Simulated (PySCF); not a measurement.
C2H5Cl2Si, SMILES [CH2][Si](C)(Cl)Cl, multiplicity 2. Atoms are numbered in the order given.

```xyz
10

C     -1.2631    -1.5129    -0.6633
Si     0.0501    -0.3488    -0.1047
C      1.7660    -1.0852    -0.1016
Cl    -0.4202     0.3125     1.8204
Cl     0.0255     1.3313    -1.3471
H     -1.0422    -2.5440    -0.9883
H     -2.3253    -1.2183    -0.6991
H      1.8063    -1.9602     0.5781
H      2.5074    -0.3378     0.2424
H      2.0442    -1.4125    -1.1237
```
Charge 0, spin multiplicity 2.

The structure is a stationary point at PBE-D3(BJ)/def2-SVP. The isomer is the one that the SMILES or the coordinates give; other isomers of the formula were not compared.

All values below come from PBE/pcH-1 (PySCF).

Unrestricted Kohn–Sham, ⟨S²⟩ = 0.753. Hyperfine tensors hold the contact and dipolar terms, without spin-orbit corrections.

Computed hyperfine couplings:
```tsv
nucleus	A(iso) (MHz)	A(iso) (G)	dipolar principal values (MHz)
13C no. 1	72.7	26.0	-76.0, -75.3, 151.3
29Si no. 2	41.9	14.9	-5.5, 0.8, 4.7
13C no. 3	-2.4	-0.9	-0.7, 0.1, 0.6
35Cl no. 4	6.3	2.2	-6.9, -6.8, 13.7
35Cl no. 5	6.8	2.4	-7.2, -7.1, 14.4
1H no. 6	-57.6	-20.6	-34.4, -1.7, 36.1
1H no. 7	-58.1	-20.7	-34.3, -1.9, 36.2
1H no. 8	2.2	0.8	-1.9, -1.8, 3.7
1H no. 9	-1.5	-0.5	-1.2, -0.9, 2.1
1H no. 10	2.1	0.7	-1.9, -1.8, 3.7
```
